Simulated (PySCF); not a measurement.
Diatomics of Br with group 14

PBE0 with double-zeta basis sets in PySCF, for the lowest determinant that a PBE0 search found; no spin–orbit coupling. De refers to high-spin ground-configuration atoms. A positive dipole means M(−)Br(+).

```json
{"M": "C", "basis": "def2-SVP", "state (unpaired electrons)": "doublet (π ↑)", "Re (Å)": "1.816", "ωe (cm⁻¹)": "753", "De (eV)": "3.69", "μ (D)": "1.64"}
{"M": "Si", "basis": "pcseg-1", "state (unpaired electrons)": "doublet (π ↑)", "Re (Å)": "2.255", "ωe (cm⁻¹)": "416", "De (eV)": "3.80", "μ (D)": "-0.94"}
{"M": "Ge", "basis": "cc-pVDZ-PP", "state (unpaired electrons)": "doublet (π ↑)", "Re (Å)": "2.343", "ωe (cm⁻¹)": "293", "De (eV)": "3.59", "μ (D)": "-1.81"}
{"M": "Sn", "basis": "def2-SVP", "state (unpaired electrons)": "doublet (π ↑)", "Re (Å)": "2.539", "ωe (cm⁻¹)": "246", "De (eV)": "3.49", "μ (D)": "-2.61"}
{"M": "Pb", "basis": "def2-SVP", "state (unpaired electrons)": "doublet (π ↑)", "Re (Å)": "2.632", "ωe (cm⁻¹)": "215", "De (eV)": "3.38", "μ (D)": "-3.57"}
```

The shortest bond is that of CBr (1.816 Å), the longest that of PbBr (2.632 Å).

The rows differ in basis set, which adds steps of its own.

Relativity is treated differently too: C no relativity; Si no relativity; Ge scalar-relativistic core potentials; Sn scalar-relativistic core potentials; Pb scalar-relativistic core potentials.

Down a group bonds as a rule get longer and wavenumbers fall, partly through the reduced mass; this series shows no clear exception.

These are scalar-relativistic numbers at best; spin–orbit coupling would shift them, the dissociation energy most. States were picked by a PBE0 search and need not be the measured ground states.
